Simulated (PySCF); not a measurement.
Species: C6H9F3O.
SMILES: `CC/C(=C/OC)C(F)(F)F`

Torsions of this conformer, `[CH3:1][CH2:2]/[C:3](=[CH:4]/[O:5][CH3:6])[C:7]([F:8])([F:9])[F:10]`: C1–C2–C3–C4 108°, C3–C4–O5–C6 -173°, C2–C3–C7–F8 -138°.

The closed-shell ground state was solved at several levels (PySCF, density fitting, gas phase, non-relativistic). Isolated species at its PBE0-D3(BJ)/def2-SVP geometry (one conformer only).

| level | basis functions | total energy (Eh) | HOMO (eV) | LUMO (eV) | gap (eV) | dipole (D) |
| --- | --- | --- | --- | --- | --- | --- |
| B3LYP/pcSseg-1 | 215 | -608.7421 | -6.60 | -0.31 | 6.29 | 4.12 |
| PBE0/pcSseg-1 | 215 | -608.0905 | -6.82 | -0.08 | 6.74 | 4.17 |

Estimate the row for wB97X-D/def2-SVPD, a basis of 284 functions; the other rows only guide the guess.

Total energy -608.1852 Eh, HOMO -8.72 eV, LUMO 1.57 eV, gap 10.29 eV, dipole 4.13 D.

Over all these levels, which gives the widest orbital gap and which the narrowest?

wB97X-D/def2-SVPD (range-separated hybrid) has the widest, 10.29 eV, and B3LYP/pcSseg-1 (global hybrid, 20 % exact exchange) the narrowest, 6.29 eV. Functional and basis both differ between the two, so the spread mixes both effects.

How far do the dipole and the HOMO energy spread over the levels?

The dipole runs from 4.12 to 4.17 D (mean 4.14 D) and the HOMO from -8.72 to -6.60 eV.

Note: wB97X-D ran without an empirical dispersion term, which enters the total energy and its gradient alone.
